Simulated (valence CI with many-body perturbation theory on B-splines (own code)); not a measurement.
Which ion has this spectrum?

A relativistic CI+MBPT calculation for an atom or ion with 13 electrons gives these levels (× 10³ cm⁻¹):

| J | Parity | E | g |
| --- | --- | --- | --- |
| 1/2 | odd | 0.00 | 0.65 |
| 1/2 | even | 1442.4 | 2.09 |
| 3/2 | odd | 3546.8 | 1.32 |
| 3/2 | even | 4728.9 | 1.62 |
| 5/2 | even | 4884.4 | 1.33 |
| 3/2 | even | 5058.8 | 0.97 |
| 1/2 | even | 5146.7 | 1.27 |
| 3/2 | even | 5535.0 | 0.83 |
| 5/2 | even | 6253.0 | 1.19 |
| 3/2 | odd | 6463.4 | 0.98 |
| 3/2 | odd | 6573.4 | 0.80 |
| 5/2 | odd | 6670.8 | 1.02 |
| 1/2 | odd | 6897.3 | 0.40 |
| 3/2 | odd | 6960.3 | 1.28 |

The energies are calculated, and their last digits are not significant.

Task: Which is it?
A. Hg67+
B. Ir64+
C. Re62+
D. Au66+

Result: B. Ir64+, ground level (3s^2 3p1/2) J=1/2.
